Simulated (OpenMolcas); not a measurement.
Ni3+ among 4 point charges of -2 e arranged as a square (D4h).

```json
{
  "Program": "OpenMolcas 26.06",
  "Method": "CASSCF",
  "Basis": "ANO-RCC-VDZP [5s4p2d1f]",
  "Scalar Hamiltonian": "DKH2, point nucleus",
  "Active space": "7 electrons in 5 orbitals (3d)",
  "State averaging": "2S+1 = 4 even, 10 roots; 2S+1 = 2 even, 40 roots",
  "Spin-orbit coupling": "state interaction with AMFI integrals over the reference wave functions"
}
```

All point charges move together. At R = 1.97 Å the first state of the same spin is 664.5 cm-1, and at R = 2.27 Å it is 562.4 cm-1.

A third run gives 655.3 cm-1. What distance was it run at?

With a power law R^-n the two known points give n = -ln(562.4 / 664.5) / ln(2.27 / 1.97) = 1.18. Then R = 1.97 × (664.5 / 655.3)^(1/1.18) = 1.993 Å. The run was at 2.06 Å, so the estimate is off by -0.067 Å.

Without dynamic correlation the repulsion within the d shell is too large (B by tens of per cent), so at a given field states of lower spin stand too high. Point charges give a weaker field than real ligands, and real ions of this kind are often low spin; the high spin found here belongs to the model. Spin-orbit coupling mixes the spin-free states strongly: the lowest level takes only 67 % from its leading state, 4A2 (figures for R = 1.97; the like holds for R = 2.06, R = 2.27). The ground term spreads over less than 5000 cm-1, several times less than with real ligands, so orbital moments are less quenched and χT lies further from the spin-only value than at real sites (holds for R = 2.27). Point charges carry no covalency, so the field is a model and not that of real ligands. No measured value stands beside these numbers.
